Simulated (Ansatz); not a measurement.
Single points on SiMeCl3 (CH3Cl3Si).

```yaml
crystal:
  periodic: [false, false, false]
  atoms:
    - {symbol: Si, position_ang: [-0.001924, 0.002393, -0.793470]}
    - {symbol: C, position_ang: [0.002532, -0.003174, 1.053455]}
    - {symbol: H, position_ang: [-1.030043, 0.019704, 1.432613]}
    - {symbol: H, position_ang: [0.540980, 0.878699, 1.431437]}
    - {symbol: H, position_ang: [0.499382, -0.911330, 1.426141]}
    - {symbol: Cl, position_ang: [1.917265, -0.032738, -1.521394]}
    - {symbol: Cl, position_ang: [-0.931766, 1.686789, -1.509455]}
    - {symbol: Cl, position_ang: [-0.996426, -1.640332, -1.519317]}
basis:
  gaussian: {orbitals: def2-TZVP}
magnetization: {spin_polarized: true, initial_magnetization: 2}
hamiltonian: {xc: pbe0, dispersion: d4}
scf: {omitted_lower_state_checks: [starts]}
output: {orbitals: {seedname: orbitals}}
```

The file start.molden holds the orbitals of an earlier run on this structure, at another level or in another basis.

```sh
$ ansatz run in.yaml --threads 2 --pin off --events-out ev --progress --plain --max-ram 4352MiB
```

Shortened log:

```
Functional definition: PBE0
1384 factors; their error is unknown
mean field evaluation 1: about -46507.0769 eV, gradient 3.7e1 eV
mean field evaluation 2: about -46494.3758 eV, gradient 5.4e1 eV
mean field evaluation 4: about -46513.6446 eV, gradient 4.1e0 eV
mean field evaluation 8: about -46513.7816 eV, gradient 1.4e-1 eV
mean field evaluation 16: about -46513.9209 eV, gradient 1.8e-3 eV
mean field evaluation 32: about -46513.9209 eV, gradient 5.3e-5 eV
mean field -46513.92091346 eV, -1709.3550653016 hartree, gradient 7.6e-6 eV, S^2 2.007797; 0 other end points of the search recorded, 0 dependent functions left out
reference -46513.92094416 eV, -1709.3550664300 hartree; 38, 36 occupied and 159, 161 virtual orbitals, 1384 factors
Total energy: -46514.16517122 eV, -1709.3640416088 hartree
Checks for a lower state left out: starts
```

Run time 39 s (2 threads of Intel Xeon Platinum 8488C on a shared host), peak host memory 1.2 GiB.

First input, but with `gaussian: {orbitals: def2-TZVP, initial_orbitals: start.molden}`, `hamiltonian: {xc: pbe, dispersion: d4}` (abridged; 14 s):

```
Functional definition: PBE
mean field evaluation 16: about -46510.5383 eV, gradient 3.0e-6 eV
mean field -46510.53827322 eV, -1709.2307555657 hartree, gradient 3.0e-6 eV, S^2 2.002763
Total energy: -46510.82318249 eV, -1709.2412257882 hartree
Checks for a lower state left out: starts
```

First input, but with `gaussian: {orbitals: def2-TZVP, initial_orbitals: start.molden}`, `hamiltonian: {xc: r2scan, dispersion: d4}` (abridged; 35 s):

```
Functional definition: r2SCAN
mean field -46527.37286986 eV, -1709.8494155813 hartree, gradient 3.4e-6 eV, S^2 2.006496
Total energy: -46527.43909096 eV, -1709.8518491617 hartree
Checks for a lower state left out: starts
```

Geometry: PBE0-D4/def2-SVP, that of the neutral singlet.

At PBE-D4/def2-TZVP the gap within one spin of the charge 0 triplet nearly closes, so an electron or hole may be smeared out by delocalisation error. At PBE0-D4/def2-TZVP a singlet of charge 0 lies 7.44 eV below the triplet at the same geometry.
